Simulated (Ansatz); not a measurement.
Geometry optimisation, Ansatz 0.2.0, RKS PBE-D4/def2-SVP.

input.yaml

```yaml
crystal:
  periodic: [false, false, false]
  atoms:
    - { symbol: Sn, position_ang: [-0.869525, -0.441492, -1.340511] }
    - { symbol: H, position_ang: [0.438442, 0.600417, -0.981418] }
    - { symbol: H, position_ang: [-0.21432, -1.909989, -1.976196] }
    - { symbol: H, position_ang: [-1.931038, -0.817863, -0.049652] }
    - { symbol: H, position_ang: [-1.77102, 0.331592, -2.595342] }
    - { symbol: H, position_ang: [0.789161, 0.440928, 1.560982] }
    - { symbol: "N", position_ang: [-0.113131, 0.136458, 1.937778] }
    - { symbol: H, position_ang: [2.20479, 0.710578, -0.232919] }
    - { symbol: F, position_ang: [2.586216, 1.085603, 0.512974] }
    - { symbol: H, position_ang: [-0.85074, 0.701185, 1.501724] }
    - { symbol: H, position_ang: [-0.268935, -0.837417, 1.662579] }
basis:
  gaussian: { orbitals: def2-SVP }
hamiltonian:
  xc: pbe
  dispersion: d4
relax:
  f_tol: 0.03
  max_steps: 50
```

Launched with:

```bash
$ ansatz run input.yaml --threads 2 --pin off --max-ram 3072MiB --backend cpu --events-out ev --progress --plain --runs-dir out
```

Problem. Where does it end, and by what steps?

Solution. The run converged. After 17 steps the energy has fallen by 0.276 eV; H3 moved furthest, 1.08 Å.

```csv
step,energy less start (eV),largest force component (eV/Å),accepted
0,0.0000,0.947,yes
1,-0.1039,0.241,yes
2,-0.1332,0.482,yes
3,-0.1410,0.732,yes
4,-0.1612,0.261,yes
5,-0.1779,0.234,yes
6,-0.1721,1.131,no
7,-0.1925,0.065,yes
8,-0.2039,0.085,yes
9,-0.2184,0.338,yes
10,-0.2215,0.594,yes
11,-0.2328,0.664,yes
12,-0.2651,0.088,yes
13,-0.2673,0.077,yes
14,-0.2723,0.212,yes
15,-0.2729,0.083,yes
16,-0.2709,0.162,no
17,-0.2764,0.016,yes
```

```xyz
11
Properties=species:S:1:pos:R:3
Sn -0.826 -0.257 -1.344
H 0.109 1.192 -1.083
H 0.103 -1.652 -0.980
H -2.246 -0.149 -0.379
H -1.254 -0.245 -3.018
H 0.936 0.111 1.499
N 0.126 -0.099 2.098
H 1.571 0.945 -0.483
F 2.317 0.604 -0.013
H -0.614 0.575 1.873
H -0.221 -1.027 1.830
```

Whether the end is a true minimum wasn't checked by a vibrational analysis.

The run took 32 s on 2 threads of Arm Neoverse V1, on a shared host, peak memory 0.13 GiB.
